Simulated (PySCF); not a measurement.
PySCF input for C2H5ClFNSi, SMILES N[Si@H](Cl)/C=C/F, TPSSh-D3(BJ)/def2-SVP. The structure is a stationary point at TPSSh-D3(BJ)/def2-SVP. The structure was generated by enumeration; whether it is a known compound was not checked. The values are those of a single conformer.

```python
import numpy as np
from pyscf import gto, scf, dft, df
from pyscf.hessian import thermo

mol = gto.M(
    atom='''
    N    -2.07977873    0.57761470   -1.01629703
    Si   -0.75408083   -0.42909237   -0.59012397
    Cl   -0.75280339   -1.09835480    1.40867918
    C     0.81654067    0.52510234   -0.82658243
    C     1.74477797    0.66423682    0.12550454
    F     2.87302331    1.35714573   -0.05926735
    H    -3.00826985    0.17431070   -1.12295611
    H    -2.13768984    1.51997581   -0.63553215
    H    -0.85810200   -1.65523160   -1.41253485
    H     1.00886991    1.00595267   -1.79350531
    H     1.68331030    0.24066753    1.13267092
    ''',
    basis='def2-SVP',
    charge=0,
    spin=0,
    max_memory=1600,
    verbose=3,
)
mf = dft.RKS(mol, xc='tpssh').density_fit(auxbasis='def2-universal-jkfit')
mf.disp = 'd3bj'
mf.grids.level = 4
mf.conv_tol = 1e-11
mf.max_cycle = 100
mf.kernel()

# [left out here: the lines that compute and print the analytic Hessian (its translational invariance restored by hand, since the grid's response is missing), thermochemistry and intensities]
```

Log of the run:

```
[...]
Mode                                 6                   7                   8
Irrep
Freq [cm^-1]                      355.3239            436.9602            454.2193
Reduced mass [au]                   1.9653              5.6934              1.6384
Force const [Dyne/A]                0.1462              0.6405              0.1992
Char temp [K]                     511.2319            628.6885            653.5205
Normal mode                   x     y     z       x     y     z       x     y     z
       0   N                -0.10 -0.04 -0.03    0.02 -0.01 -0.03   -0.01  0.06 -0.12
       1  Si                -0.04  0.04  0.01    0.08  0.08  0.03   -0.02 -0.01 -0.04
       2  Cl                 0.01 -0.01 -0.02   -0.00 -0.01 -0.01    0.01 -0.01  0.05
       3   C                 0.06 -0.07  0.02    0.02 -0.03  0.01   -0.00  0.00  0.00
       4   C                 0.07 -0.03  0.02   -0.04 -0.07  0.05    0.01  0.02 -0.00
       5   F                 0.03  0.05  0.01   -0.12 -0.03 -0.06    0.02  0.01  0.01
       6   H                -0.15 -0.04  0.45    0.06 -0.18  0.22   -0.03 -0.10  0.48
       7   H                 0.07  0.14 -0.44   -0.09 -0.04  0.05   -0.05 -0.20  0.54
       8   H                -0.05 -0.01  0.08    0.10  0.07  0.03   -0.01  0.00 -0.05
       9   H                 0.09 -0.07  0.02    0.10 -0.01  0.04   -0.01  0.01  0.00
      10   H                 0.10 -0.02  0.02   -0.02 -0.05  0.06    0.01  0.02 -0.00
Mode                                 9                  10                  11
Irrep
Freq [cm^-1]                      510.5989            723.3959            773.8433
Reduced mass [au]                   6.6277              1.1226              1.5879
Force const [Dyne/A]                1.0181              0.3461              0.5603
Char temp [K]                     734.6382           1040.8056           1113.3882
Normal mode                   x     y     z       x     y     z       x     y     z
       0   N                -0.04  0.00  0.04   -0.05 -0.01 -0.02    0.04  0.01  0.02
       1  Si                 0.02  0.02 -0.12   -0.00  0.02  0.02    0.02  0.02 -0.02
       2  Cl                -0.00 -0.02  0.09    0.00  0.00  0.00    0.00  0.00  0.01
       3   C                 0.03  0.02  0.00   -0.02 -0.02  0.01   -0.11 -0.08  0.07
       4   C                 0.00 -0.01  0.04    0.02 -0.04 -0.03   -0.00  0.02 -0.06
       5   F                -0.02 -0.00 -0.02   -0.01  0.01  0.01    0.02  0.00  0.02
       6   H                -0.04  0.08 -0.15   -0.18  0.33 -0.13    0.14 -0.24  0.14
       7   H                 0.02  0.09 -0.19    0.26 -0.06  0.16   -0.16  0.08 -0.21
       8   H                 0.03  0.03 -0.14    0.73  0.10 -0.20    0.04  0.27 -0.41
       9   H                 0.13  0.05  0.04    0.01 -0.21 -0.08   -0.37 -0.20 -0.04
      10   H                 0.01 -0.01  0.04   -0.02  0.02 -0.01    0.00  0.02 -0.06
Mode                                12                  13                  14
Irrep
Freq [cm^-1]                      843.3885            859.6203            885.1649
Reduced mass [au]                   1.7788              1.7306              2.8472
Force const [Dyne/A]                0.7455              0.7534              1.3144
Char temp [K]                    1213.4483           1236.8023           1273.5552
Normal mode                   x     y     z       x     y     z       x     y     z
       0   N                -0.04  0.02 -0.01    0.03 -0.06  0.02   -0.11  0.12 -0.01
       1  Si                 0.02  0.00  0.01    0.00  0.07 -0.05    0.08 -0.05 -0.00
       2  Cl                 0.00  0.00 -0.00   -0.00 -0.01 -0.00   -0.00 -0.00 -0.00
       3   C                 0.05 -0.12 -0.03   -0.07 -0.06  0.05   -0.04  0.01  0.03
       4   C                -0.06  0.11  0.03    0.01  0.01 -0.03    0.02 -0.02 -0.02
       5   F                 0.01 -0.03 -0.01    0.02  0.01  0.01   -0.00  0.00  0.01
       6   H                -0.07  0.09 -0.03   -0.01  0.08 -0.05   -0.06 -0.00 -0.04
       7   H                 0.01  0.02 -0.00    0.20 -0.11  0.16   -0.29  0.15 -0.10
       8   H                 0.17 -0.02  0.02   -0.05 -0.32  0.54    0.08 -0.24  0.29
       9   H                -0.36  0.51  0.20   -0.23 -0.12 -0.01   -0.08 -0.17 -0.06
      10   H                 0.10 -0.18 -0.08   -0.01  0.04 -0.01   -0.03  0.07  0.01
Mode                                15                  16                  17
Irrep
Freq [cm^-1]                      925.3710            984.1159           1149.3728
Reduced mass [au]                   1.3597              1.1494              4.4781
Force const [Dyne/A]                0.6860              0.6559              3.4855
Char temp [K]                    1331.4029           1415.9236           1653.6916
Normal mode                   x     y     z       x     y     z       x     y     z
       0   N                -0.07 -0.04 -0.04    0.00 -0.00 -0.00   -0.01  0.00 -0.00
       1  Si                 0.07  0.01  0.02   -0.00 -0.00  0.00    0.03  0.01  0.01
       2  Cl                -0.00  0.00 -0.00    0.00  0.00  0.00   -0.00 -0.00  0.00
       3   C                -0.01 -0.00  0.02    0.01 -0.01 -0.01   -0.11 -0.04 -0.04
       4   C                 0.01  0.01 -0.01    0.05 -0.09 -0.03   -0.13 -0.09  0.04
       5   F                -0.01 -0.01  0.00   -0.00  0.01  0.00    0.11  0.07 -0.02
       6   H                -0.23  0.34 -0.09   -0.00  0.00  0.01   -0.02  0.03 -0.01
       7   H                 0.27 -0.07  0.12    0.01  0.00 -0.01   -0.00 -0.00  0.01
       8   H                -0.58  0.21 -0.22    0.00  0.02 -0.03   -0.03  0.03 -0.02
       9   H                -0.12 -0.09 -0.04   -0.22  0.40  0.15    0.34  0.14  0.14
      10   H                -0.00  0.01 -0.01   -0.36  0.65  0.25   -0.05 -0.05  0.06
Mode                                18                  19                  20
Irrep
Freq [cm^-1]                     1202.4570           1342.6356           1556.3769
Reduced mass [au]                   1.7181              1.1661              1.1182
Force const [Dyne/A]                1.4636              1.2385              1.5959
Char temp [K]                    1730.0679           1931.7538           2239.2799
Normal mode                   x     y     z       x     y     z       x     y     z
       0   N                -0.00  0.00 -0.00   -0.00  0.00 -0.00   -0.07  0.05  0.00
       1  Si                 0.01  0.00  0.00   -0.00 -0.00  0.00    0.00 -0.00  0.00
       2  Cl                -0.00 -0.00  0.00    0.00  0.00 -0.00    0.00  0.00 -0.00
       3   C                -0.06 -0.05  0.05    0.04 -0.01  0.09   -0.00  0.00 -0.00
       4   C                 0.04  0.07 -0.13    0.01  0.02 -0.04   -0.00 -0.00  0.00
       5   F                -0.04 -0.04  0.03    0.01  0.01 -0.02    0.00  0.00 -0.00
       6   H                -0.01  0.01 -0.01   -0.00  0.00  0.00    0.24 -0.60 -0.17
       7   H                 0.00 -0.00  0.00    0.00 -0.00  0.00    0.66  0.05  0.06
       8   H                -0.01  0.01 -0.00   -0.01  0.00  0.00   -0.01 -0.00 -0.02
       9   H                 0.57  0.21  0.30    0.14  0.03  0.13    0.00  0.00  0.00
      10   H                 0.23  0.17 -0.09   -0.79 -0.34 -0.25    0.00  0.00  0.00
Mode                                21                  22                  23
Irrep
Freq [cm^-1]                     1694.8612           2295.1888           3159.6745
Reduced mass [au]                   6.5283              1.0415              1.0892
Force const [Dyne/A]               11.0489              3.2327              6.4071
Char temp [K]                    2438.5279           3302.2657           4546.0681
Normal mode                   x     y     z       x     y     z       x     y     z
       0   N                 0.00  0.00 -0.00    0.00  0.00  0.00    0.00  0.00  0.00
       1  Si                 0.00  0.00  0.00    0.00  0.03  0.02   -0.00 -0.00 -0.00
       2  Cl                -0.00 -0.00 -0.00    0.00 -0.00  0.00   -0.00 -0.00  0.00
       3   C                -0.14 -0.03 -0.11    0.00 -0.00  0.00    0.01  0.03 -0.07
       4   C                 0.16  0.05  0.11   -0.00 -0.00 -0.00    0.01  0.00  0.00
       5   F                -0.02 -0.01 -0.00    0.00  0.00  0.00   -0.00 -0.00  0.00
       6   H                 0.01 -0.00 -0.00   -0.00  0.01  0.00   -0.00 -0.00 -0.00
       7   H                -0.00  0.00  0.00   -0.01  0.00  0.00    0.00  0.00 -0.00
       8   H                 0.02  0.01 -0.02   -0.07 -0.82 -0.54    0.00  0.00  0.00
       9   H                 0.10  0.07 -0.05    0.00  0.00  0.01   -0.16 -0.42  0.84
      10   H                -0.19 -0.13  0.06   -0.00  0.00 -0.00   -0.00 -0.01  0.02
Mode                                24                  25                  26
Irrep
Freq [cm^-1]                     3199.3232           3541.0969           3636.1867
Reduced mass [au]                   1.0959              1.0503              1.0956
Force const [Dyne/A]                6.6090              7.7597              8.5345
Char temp [K]                    4603.1137           5094.8500           5231.6631
Normal mode                   x     y     z       x     y     z       x     y     z
       0   N                -0.00 -0.00 -0.00    0.05 -0.03 -0.01    0.04  0.06  0.02
       1  Si                -0.00  0.00 -0.00   -0.00  0.00 -0.00    0.00  0.00  0.00
       2  Cl                 0.00  0.00  0.00   -0.00  0.00 -0.00    0.00  0.00 -0.00
       3   C                 0.00 -0.00  0.01   -0.00 -0.00  0.00   -0.00 -0.00  0.00
       4   C                -0.00  0.03 -0.08    0.00  0.00 -0.00   -0.00 -0.00 -0.00
       5   F                 0.00 -0.00  0.00   -0.00 -0.00  0.00    0.00  0.00  0.00
       6   H                -0.00  0.00  0.00   -0.62 -0.28 -0.09   -0.62 -0.26 -0.07
       7   H                -0.00  0.00 -0.00   -0.02  0.65  0.25    0.05 -0.62 -0.24
       8   H                -0.00 -0.00 -0.00   -0.00  0.00  0.00   -0.00 -0.00 -0.00
       9   H                 0.01  0.01 -0.02    0.00  0.00 -0.00   -0.00  0.00 -0.00
      10   H                -0.04 -0.36  0.88    0.00  0.00  0.00   -0.00 -0.00  0.00
temperature 298.1500 [K]
pressure 101325.00 [Pa]
Rotational constants [GHz] 3.11992 1.31318 0.98634
Symmetry number 1
Zero-point energy (ZPE) 0.07222 [Eh]   189613.424 [J/mol]
                           tot       elec      trans        rot        vib
Entropy [J/mol/K]       369.181      0.000    169.023    120.357     79.801
Cv [J/mol/K]            113.523      0.000     12.472     12.472     88.580
Cp [J/mol/K]            121.838      0.000     20.786     12.472     88.580
Internal energy [J/mol]                      3718.434   3718.434 203006.579
Internal energy [Eh]   -983.12937  -983.20952
Enthalpy [J/mol]                             6197.391   3718.434 203006.579
Enthalpy [Eh]          -983.12843
Gibbs free energy [J/mol]                  -44196.821 -32165.877 179213.838
Gibbs free energy [Eh] -983.17035
mode   freq/cm-1   IR/(km/mol)
   1       83.15         1.299
   2      118.32         1.699
   3      167.29         1.191
   4      217.81         9.723
   5      262.46         8.590
   6      322.70         6.441
   7      355.32        14.215
   8      436.96        51.919
   9      454.22       105.479
  10      510.60       150.570
  11      723.40        27.116
  12      773.84         2.367
  13      843.39        20.053
  14      859.62       181.330
  15      885.16        77.829
  16      925.37       221.416
  17      984.12        30.230
  18     1149.37        79.112
  19     1202.46        68.027
  20     1342.64        11.988
  21     1556.38        48.624
  22     1694.86       230.736
  23     2295.19       121.394
  24     3159.67         0.497
  25     3199.32         2.805
  26     3541.10        29.455
  27     3636.19        29.400
max |gradient| / (hartree/bohr): 1.6782549618817705e-05
APT charges: [-0.83    1.7185 -0.5897 -0.6056  0.6995 -0.5807  0.1833  0.1921 -0.3021
  0.0558  0.0589]
```

Self-consistency was reached.
